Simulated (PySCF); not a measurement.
**C₆ coefficients of unlike pairs at UHF**

Calculated with PySCF 2.14 from the dipole response of each species, C₆(A,B) = (3/π) ∫ α_A(iu) α_B(iu) du, in atomic units, from isotropic polarisabilities. For ions this is the dispersion term alone; charge-induced terms of lower order in 1/R come first.

| species | configuration | basis | relativity | α (bohr³) | C₆ (like pair) |
| --- | --- | --- | --- | --- | --- |
| Lu³⁺ | [Xe] 4f14 (1S) | x2c-TZVPPall with one added diffuse shell each of s, p, d type (12s8p8d2f2g) | spin-free X2C | 4.135 | 20.34 |
| B | [He] 2s2 2p1 (2P) | aug-cc-pVTZ-DK (5s4p3d2f) | spin-free X2C | 22.13 | 106.0 |
| Cr²⁺ | [Ar] 3d4 (5D) | def2-QZVPPD (11s6p5d3f2g) | none | 3.469 | 10.32 |
| Br²⁺ | [Ar] 3d10 4s2 4p3 (4S) | aug-cc-pVQZ-DK (8s7p5d3f2g) | spin-free X2C | 8.390 | 40.15 |

Problem. Estimate C₆ for Cr²⁺ with B.

Solution. The integral gives 26.71. The combination rule 2 C_A C_B / (C_A α_B/α_A + C_B α_A/α_B) gives 26.54 and the geometric mean 33.08.

No spin-orbit coupling is included.

The other pairs:

```tsv
pair	C₆
Br²⁺, B	59.38
Cr²⁺, Lu³⁺	14.40
Br²⁺, Lu³⁺	26.67
B, Lu³⁺	34.58
Br²⁺, Cr²⁺	19.65
```
